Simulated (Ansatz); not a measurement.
Cost and result for the atomization energy of C2H5F3Si (`CC(F)(F)[SiH2]F`) (11 atoms, 10 bonds).

Cartesian coordinates in Å:
```
C 0.398 -1.220 -0.659
C -0.593 -0.228 -0.125
F -1.423 -0.862 0.766
F -1.401 0.205 -1.155
Si 0.109 1.352 0.700
F 1.114 0.897 1.857
H 1.028 -0.752 -1.417
H -0.139 -2.059 -1.106
H 1.030 -1.588 0.151
H 0.874 2.124 -0.306
H -0.998 2.132 1.292
```

Total charge 0; spin multiplicity 1. All single points use the PBE0-D4/def2-TZVP geometry. It is one conformer, not always the lowest. Program: Ansatz. All runs use 4 threads of an Arm Neoverse V1 on a shared host. Times are those of one run each, without the atoms' runs, and a repeat can differ threefold. Electronic energies, without spin–orbit coupling; frozen cores. CCSD(T)/CBS adds CCSD(T) − MP2 in def2-TZVPP to the MP2 limit, and its time is that of the two runs behind it. T1 = 0.012. B3LYP takes the VWN-RPA correlation (the form of Gaussian; ORCA's B3LYP/G).

CCSD(T)/CBS is a level of theory with its own doubt, some kJ/mol a heavy atom from the limit and from the frozen cores, so smaller differences don't rank the functionals.

```csv
level,functions,wall time
PBE-D4/def2-TZVPP (with forces),267,2.9 s
PBE0-D4/def2-TZVPP,267,3.5 s
B3LYP-D4/def2-TZVPP (with forces),267,5.5 s
r2SCAN-D4/def2-TZVPP (with forces),267,6 s
B2PLYP/def2-TZVPP,267,6.5 s
ωB97X-V/def2-TZVPP,267,9 s
ωB97M-V/def2-TZVPP (with forces),267,13 s
MP2/def2-QZVPP,505,26 s
CCSD(T)/def2-TZVPP,267,5.6 min
CCSD(T)/CBS(def2),–,6 min
```

Task: What atomization energy does each give, and how far from CCSD(T)/CBS? (An estimate is asked.)

Result: Ansatz gave: 
| level | atomization (kJ/mol) | difference from CCSD(T)/CBS | per bond |
| --- | --- | --- | --- |
| PBE-D4/def2-TZVPP (with forces) | 4261.1 | 78.3 | 7.8 |
| PBE0-D4/def2-TZVPP | 4166.3 | -16.5 | -1.6 |
| B3LYP-D4/def2-TZVPP (with forces) | 4161.7 | -21.1 | -2.1 |
| r2SCAN-D4/def2-TZVPP (with forces) | 4189.8 | 7.0 | 0.7 |
| B2PLYP/def2-TZVPP | 4129.8 | -53.0 | -5.3 |
| ωB97X-V/def2-TZVPP | 4194.7 | 11.9 | 1.2 |
| ωB97M-V/def2-TZVPP (with forces) | 4189.0 | 6.2 | 0.6 |
| MP2/def2-QZVPP | 4237.7 | 54.9 | 5.5 |
| CCSD(T)/def2-TZVPP | 4070.8 | -112.0 | -11.2 |
| CCSD(T)/CBS(def2) | 4182.8 | 0.0 | 0.0 |

From PBE to PBE0 (25 % exact exchange), in def2-TZVPP and without D4, the atomization energy moves by −91.5 kJ/mol: exact exchange takes away binding that semilocal exchange gives to molecules. The D4 term adds +33.3 kJ/mol with B3LYP and +17.4 kJ/mol with PBE0; it sums over pairs of atoms, weighted by their polarisabilities, and B3LYP, whose exchange is more repulsive, gets the larger term. In def2-TZVPP, CCSD(T) changes the Hartree–Fock value by +1010.2 kJ/mol (the triples alone add +61.3 kJ/mol) and MP2 by +1110.1 kJ/mol; breaking electron pairs costs correlation energy, which Hartree–Fock lacks.
